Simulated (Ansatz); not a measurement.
Geometry optimisation, RKS BLYP/6-31G* (Ansatz 0.2.0).

input.yaml

```yaml
crystal:
  periodic: [false, false, false]
  atoms:
    - { symbol: B, position_ang: [-0.029591, -0.235546, 0.109182] }
    - { symbol: O, position_ang: [-0.168707, -0.620208, 1.436931] }
    - { symbol: H, position_ang: [-1.106499, -0.531368, 1.709964] }
    - { symbol: Cl, position_ang: [1.577238, -0.476103, -0.628651] }
    - { symbol: H, position_ang: [-0.941323, 0.134983, -0.56914] }
    - { symbol: S, position_ang: [0.414608, 2.603977, 1.26842] }
    - { symbol: H, position_ang: [1.741945, 2.495219, 0.986728] }
    - { symbol: H, position_ang: [0.417829, 1.436846, 2.012466] }
basis:
  gaussian: { orbitals: "6-31G*" }
hamiltonian:
  xc: blyp
relax:
  f_tol: 0.03
  max_steps: 50
output:
  orbitals: {}
```

Launched with:

```bash
$ ansatz run input.yaml --threads 1 --pin off --max-ram 2048MiB --backend cpu --events-out ev --progress --plain --runs-dir out
```

Question: Where does it end, and by what steps?

Answer: The run converged. The force dipped under the threshold on the way, but the program's further checks kept it going. After 30 steps the energy has fallen by 0.196 eV; H5 moved furthest, 1.72 Å.

```
step  energy less start (eV)  largest force component (eV/Å)  accepted
   0                  0.0000                           0.659       yes
   2                 -0.1217                           0.412       yes
   4                 -0.1509                           0.140       yes
   6                 -0.1575                           0.218       yes
   8                 -0.1647                           0.148       yes
  10                 -0.1634                           0.565        no
  12                 -0.1716                           0.062       yes
  14                 -0.1775                           0.280       yes
  16                 -0.1844                           0.161       yes
  18                 -0.1876                           0.027       yes
  20                 -0.1891                           0.206        no
  22                 -0.1907                           0.038       yes
  24                 -0.1928                           0.131       yes
  26                 -0.1946                           0.014       yes
  28                 -0.1921                           0.224        no
  30                 -0.1963                           0.027       yes
```

```xyz
8
Properties=species:S:1:pos:R:3
B -0.187 -0.881 -0.151
O -0.348 -0.024 0.897
H -1.264 -0.056 1.246
Cl 1.413 -0.946 -0.923
H -1.067 -1.582 -0.564
S 1.032 2.985 2.523
H 1.548 3.521 1.381
H 0.779 1.790 1.917
```

Time of the run: 74 s on 1 thread of Arm Neoverse V2 (shared host), peak memory 0.15 GiB.
